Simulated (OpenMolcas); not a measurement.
**Pt4+ in a point-charge field**

Pt4+ among 6 point charges of -1.7 e arranged as a trigonal prism (D3h), 2.09 Å from the ion, with a polar angle of 55.0° against the regular 49.1°.
```
   1.7119    0.0000    1.1990  -1.70
  -0.8559    1.4825    1.1990  -1.70
  -0.8559   -1.4825    1.1990  -1.70
   1.7119    0.0000   -1.1990  -1.70
  -0.8559    1.4825   -1.1990  -1.70
  -0.8559   -1.4825   -1.1990  -1.70
```

- Program: OpenMolcas
- Method: CASSCF
- Basis: ANO-RCC-VDZP [7s6p4d2f]
- Scalar Hamiltonian: DKH2, point nucleus
- Active space: 6 electrons in 5 orbitals (5d)
- State averaging: 2S+1 = 5 even, 5 roots; 2S+1 = 3 even, 45 roots; 2S+1 = 1 even, 50 roots
- Spin-orbit coupling: state interaction with AMFI integrals over the reference wave functions

The lowest spin-free states (labels of D3, the rotations of D3h), above the lowest:

| State | Degeneracy | E (cm-1) | Free-ion L (%) |
| --- | --- | --- | --- |
| 5A1 | 1 | 0.0 | D (100) |
| 5E | 2 | 2172 | D (100) |
| 5E | 2 | 4674 | D (100) |
| 3A2 | 1 | 18394 | H (80) |
| 3A1 | 1 | 18453 | H (81) |
| 3E | 2 | 19766 | H (95) |
| 3E | 2 | 19886 | H (35) |
| 3E | 2 | 20931 | H (88) |
| 3A2 | 1 | 21818 | H (76) |
| 3A2 | 1 | 22344 | P (58) |
| 3E | 2 | 23633 | H (100) |
| 3E | 2 | 23698 | F (84) |
| 3E | 2 | 24292 | H (58) |
| 3A1 | 1 | 24562 | G (97) |
| 3E | 2 | 25362 | G (95) |
| 3E | 2 | 25858 | F (81) |
| 3A2 | 1 | 26100 | F (67) |
| 3A1 | 1 | 26119 | F (66) |
| 3E | 2 | 27262 | G (59) |
| 3E | 2 | 27323 | G (86) |

The lowest levels with spin-orbit coupling:

| E (cm-1) | Degeneracy | Label | 2S+1 | g |
| --- | --- | --- | --- | --- |
| 0.0 | 1 | A1 | 5 (82 %) |  |
| 210.5 | 2 | E | 5 (82 %) | 0.00 0.00 3.22 |
| 363.9 | 2 | E | 5 (82 %) | 0.00 0.00 11.57 |
| 409.7 | 2 | E | 5 (79 %) | 0.00 0.00 6.09 |
| 807.3 | 1 | A1 | 5 (77 %) |  |
| 810.6 | 1 | A2 | 5 (77 %) |  |
| 7110 | 2 | E | 5 (85 %) | 0.00 0.00 6.38 |
| 7188 | 1 | A1 | 5 (59 %) |  |
| 7474 | 2 | E | 5 (71 %) | 0.00 0.00 1.35 |
| 8523 | 2 | E | 5 (67 %) | 0.00 0.00 4.98 |
| 9623 | 1 | A1 | 5 |  |
| 9625 | 1 | A2 | 5 |  |
| 9819 | 1 | A2 | 5 (89 %) |  |
| 10110 | 2 | E | 5 (78 %) | 0.00 0.00 3.93 |
| 12955 | 1 | A2 | 5 (82 %) |  |
| 13048 | 2 | E | 5 (81 %) | 0.00 0.00 3.12 |
| 13175 | 1 | A1 | 5 (76 %) |  |
| 17458 | 1 | A1 | 3 (63 %) |  |
| 17484 | 1 | A2 | 3 (63 %) |  |
| 18209 | 2 | E | 3 (66 %) | 0.00 0.00 4.68 |

Powder χT (cm3 K/mol): 0.0673 at 2 K, 0.336 at 10 K, 1.68 at 50 K, 3.08 at 100 K, 4.33 at 200 K, 4.69 at 300 K. The effective moment at 300 K is 2.828 √(χT) = 6.13 μB.

Spin-orbit coupling mixes the spin-free states strongly: the lowest level takes only 59 % from its leading state, 5A1. Without dynamic correlation the repulsion within the d shell is too large (B by tens of per cent), so at a given field states of lower spin stand too high. Point charges give a weaker field than real ligands, and real ions of this kind are as a rule low spin; the high spin found here belongs to the model. The ground term spreads over less than 5000 cm-1, several times less than with real ligands, so orbital moments are less quenched and χT lies further from the spin-only value than at real sites. Point charges carry no covalency, so the field is a model and not that of real ligands. No measured value stands beside these numbers.

With an even number of electrons the g values are those of a degenerate or nearly degenerate non-Kramers pair.
